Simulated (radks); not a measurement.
The numbers below are computed, except where a source is named.
Task: As29+, configuration [He] 2s2 (the NIST ground configuration). Level of theory: Dirac Kohn-Sham, BLYP, spin-unpolarised, spherical densities, point nucleus; speed of light set to 13703.6 atomic units (100 times the physical value, a model run) (a radial shooting solver on a logarithmic mesh with Libxc functionals). Some entries of the table are withheld. Estimate them.

orbital  occ.  eigenvalue (Ry)  r(max) (bohr)  <1/r> (bohr^-1)
1s1/2       2        -1007.267            (1)            32.63
2s1/2       2        -233.6452            (2)            7.832
2p1/2       0              (3)            (4)              (5)
2p3/2       0              (6)            (7)              (8)
3s1/2       0        -101.3284         0.4261            3.330

Result: 
(1) 1s1/2 r(max) (bohr): 0.03056
(2) 2s1/2 r(max) (bohr): 0.1649
(3) 2p1/2 eigenvalue (Ry): -228.4032
(4) 2p1/2 r(max) (bohr): 0.1286
(5) 2p1/2 <1/r> (bohr^-1): 7.777
(6) 2p3/2 eigenvalue (Ry): -228.4029
(7) 2p3/2 r(max) (bohr): 0.1286
(8) 2p3/2 <1/r> (bohr^-1): 7.777
